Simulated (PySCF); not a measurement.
# Assigning NMR signals

Bonds (- single, = double, # triple, : aromatic): C1#C2, C2-Si3, Si3-F4, Si3-C5, C5#C6, C6-C7, Si3-N8, N8-Si9, N8-Si10. C1 carries H11; C7 carries H12, H13, H14; Si9 carries H15, H16, H17; Si10 carries H18, H19, H20. Stereochemistry as in C#C[Si@@](F)(C#CC)N([SiH3])[SiH3].

- geometry from GFN2-xTB
- PBE0/pcSseg-1 with gauge-including orbitals
- program: PySCF
- one computed conformer, in vacuum, rapidly exchanging positions averaged, relativity neglected

Scale: TMS for $^{13}$C (σ = 186.93 ppm), $^{1}$H (σ = 31.72 ppm) (reference shieldings calculated alike).

Problem. Assign these signals to the numbered atoms. $^{13}$C{$^{1}$H} NMR (computed): δ 111.0, 100.8, 87.6, 83.9, 5.6.

Solution. 
| δ (ppm) | atoms | environment | reason |
| --- | --- | --- | --- |
| 111.0 | C6 | alkyne carbon | – |
| 100.8 | C1 | terminal alkyne carbon | sp carbons lie upfield of alkene carbons because the cylindrical π system leaves one tensor component strongly shielded |
| 87.6 | C2 | alkyne carbon | the triple bond shields along its axis, which puts it between sp3 and sp2 carbons |
| 83.9 | C5 | alkyne carbon | – |
| 5.6 | C7 | propargylic methyl carbon | aliphatic region, no heteroatom directly attached |

Problem. Assign these signals to the numbered atoms. $^{1}$H NMR (500 MHz, computed): δ 4.86 (s, 6H), 2.12 (s, 3H), 1.90 (s, 1H).

Solution. 
| δ (ppm) | atoms | environment | reason |
| --- | --- | --- | --- |
| 4.86 | H15/H16/H17/H18/H19/H20 | hydrogen on a silicon bonded to N | – |
| 2.12 | H12/H13/H14 | hydrogen on a propargylic methyl carbon | – |
| 1.90 | H11 | hydrogen on a terminal alkyne carbon | it lies on the axis of the triple bond, in its shielding cone |

Splittings by $^{19}$F in the carbon and heteronuclear signals aren't shown, as no couplings were computed. Shifts are as computed. Against solution values, carbons near 30 ppm lie about +3 ppm off and those near 130 ppm about +5 ppm. Of 1309 compounds with measured shifts, 239 miss one by over three times the rms of a fit or turn the order of signals round; such compounds aren't used in these exercises. Multiplicities follow the n + 1 count of equivalent neighbours, as no J values were calculated; m marks all less simple cases, F and P coupling included.
